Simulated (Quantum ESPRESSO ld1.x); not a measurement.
Values are calculated unless marked as measured or tabulated.
Au XLVI, configuration [Ar] 3d9 4s2 4p4 5s1 (not the ground configuration). Level of theory: Dirac Kohn-Sham, LDA (Slater exchange, Gunnarsson-Lundqvist correlation), spin-unpolarised, spherical densities, point nucleus; open shells fill j = l - 1/2 first (ld1.x of Quantum ESPRESSO 7.5).

Unscreened Slater integrals over Kohn-Sham orbitals (eV). Large and small components are both included. Empty in this configuration: 4f7/2, 5p1/2, 5p3/2, 6s1/2.

| integral | value |
|---|---|
| F0(6s1/2,6s1/2) | 26.286 |
| F0(6s1/2,5p3/2) | 30.054 |
| G1(6s1/2,5p3/2) | 3.2238 |
| F0(6s1/2,5p1/2) | 30.414 |
| G1(6s1/2,5p1/2) | 3.1818 |
| F0(6s1/2,5s1/2) | 30.416 |
| G0(6s1/2,5s1/2) | 2.3963 |
| F0(6s1/2,4f7/2) | 34.165 |
| G3(6s1/2,4f7/2) | 1.8414 |
| F0(5p3/2,5p3/2) | 38.143 |
| F2(5p3/2,5p3/2) | 19.953 |
| F0(5p3/2,5p1/2) | 38.956 |
| G2(5p3/2,5p1/2) | 19.859 |
| F0(5p3/2,5s1/2) | 38.974 |
| G1(5p3/2,5s1/2) | 25.915 |
| F0(5p3/2,4f7/2) | 46.448 |
| F2(5p3/2,4f7/2) | 15.968 |
| G2(5p3/2,4f7/2) | 4.1994 |
| G4(5p3/2,4f7/2) | 4.2101 |
| F0(5p1/2,5p1/2) | 39.863 |
| F0(5p1/2,5s1/2) | 39.878 |
| G1(5p1/2,5s1/2) | 26.930 |
| F0(5p1/2,4f7/2) | 48.071 |
| G4(5p1/2,4f7/2) | 4.6436 |
| F0(5s1/2,5s1/2) | 39.906 |
| F0(5s1/2,4f7/2) | 48.046 |
| G3(5s1/2,4f7/2) | 4.6713 |
| F0(4f7/2,4f7/2) | 72.937 |
| F2(4f7/2,4f7/2) | 39.795 |
| F4(4f7/2,4f7/2) | 26.292 |
| F6(4f7/2,4f7/2) | 19.348 |
